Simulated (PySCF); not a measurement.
Molfile (atoms numbered from 1):
```
C10H7ClO
     RDKit          3D

 19 19  0  0  0  0  0  0  0  0999 V2000
    4.1320    0.5984    0.8609 C   0  0  0  0  0  0  0  0  0  0  0  0
    2.9820    0.3359    0.6390 C   0  0  0  0  0  0  0  0  0  0  0  0
    1.6243    0.0187    0.3907 C   0  0  0  0  0  0  0  0  0  0  0  0
    1.1900   -1.3079    0.4191 C   0  0  0  0  0  0  0  0  0  0  0  0
   -0.1390   -1.6006    0.1950 C   0  0  0  0  0  0  0  0  0  0  0  0
   -1.0807   -0.6074   -0.0557 C   0  0  0  0  0  0  0  0  0  0  0  0
   -2.5060   -0.9921   -0.2671 C   0  0  0  0  0  0  0  0  0  0  0  0
   -0.6379    0.7315   -0.1008 C   0  0  0  0  0  0  0  0  0  0  0  0
   -1.6067    1.7952   -0.3590 C   0  0  0  0  0  0  0  0  0  0  0  0
   -2.7945    1.7394   -0.3244 O   0  0  0  0  0  0  0  0  0  0  0  0
   -0.8700    3.3627   -0.7986 Cl  0  0  0  0  0  0  0  0  0  0  0  0
    0.7069    1.0260    0.1232 C   0  0  0  0  0  0  0  0  0  0  0  0
    5.1365    0.8327    1.0531 H   0  0  0  0  0  0  0  0  0  0  0  0
    1.8992   -2.0969    0.6203 H   0  0  0  0  0  0  0  0  0  0  0  0
   -0.4638   -2.6307    0.2211 H   0  0  0  0  0  0  0  0  0  0  0  0
   -2.6042   -2.0735   -0.3227 H   0  0  0  0  0  0  0  0  0  0  0  0
   -2.9019   -0.5500   -1.1791 H   0  0  0  0  0  0  0  0  0  0  0  0
   -3.1201   -0.6224    0.5532 H   0  0  0  0  0  0  0  0  0  0  0  0
    1.0440    2.0500    0.1009 H   0  0  0  0  0  0  0  0  0  0  0  0
  1  2  3  0
  2  3  1  0
  3  4  1  0
  4  5  2  0
  5  6  1  0
  6  7  1  0
  6  8  2  0
  8  9  1  0
  9 10  2  0
  9 11  1  0
  8 12  1  0
 12  3  2  0
  1 13  1  0
  4 14  1  0
  5 15  1  0
  7 16  1  0
  7 17  1  0
  7 18  1  0
 12 19  1  0
M  END
```

PySCF 2.14.0 with density-fitted response routines calculation with GFN2-xTB structure and NMR shieldings at PBE0/pcSseg-1/GIAO; non-relativistic, equivalent nuclei averaged, one computed conformer, no solvent.

Scale: ¹³C (σ = 186.93 ppm) vs TMS (reference shieldings calculated alike).

Do the ¹³C shifts follow the atomic charges (in e)? Tabulate both.

## Answers


```tsv
atoms	hybridisation	δ (ppm)	σ para (ppm)	Hirshfeld	IAO	Mulliken	ESP-fitted
C9	sp2	176.7	-235	+0.18	+0.36	+0.33	+0.43
C6	sp2	152.2	-224	+0.04	+0.06	-0.27	+0.30
C12	sp2	148.6	-210	-0.03	-0.11	+0.16	-0.40
C4	sp2	146.0	-209	-0.02	-0.11	+0.06	-0.25
C5	sp2	136.7	-204	-0.04	-0.16	-0.05	-0.26
C8	sp2	133.9	-208	-0.02	-0.08	-0.22	-0.01
C3	sp2	125.3	-197	+0.01	-0.02	-0.36	+0.34
C1	sp	88.8	-161	-0.10	-0.22	-0.37	-0.37
C2	sp	87.4	-144	-0.04	-0.03	+0.48	-0.10
C7	sp3	27.1	-83	-0.12	-0.42	-0.06	-0.63
```

Correlation coefficients of δ with charge over these carbons: Hirshfeld +0.78, IAO +0.78, Mulliken +0.11, ESP-fitted +0.64; with the paramagnetic shielding -0.99. Among the 7 sp2 carbons alone: Hirshfeld +0.81, IAO +0.79, Mulliken +0.78, ESP-fitted +0.29. With so few points, grouped by hybridisation, these coefficients are fragile. Charge is one influence among several: hybridisation and low-lying excitations act through the paramagnetic term.

Carbons that carry Cl, above all several Cl atoms, come out too deshielded, partly because spin–orbit coupling is missing. Shifts are as computed. Against solution values, carbons near 30 ppm lie about +3 ppm off and those near 130 ppm about +5 ppm; carbons on Cl a further +6 ppm. Of 1211 compounds with measured shifts, 218 miss one by over three times the rms of a fit or turn the order of signals round; such compounds aren't used in these exercises.
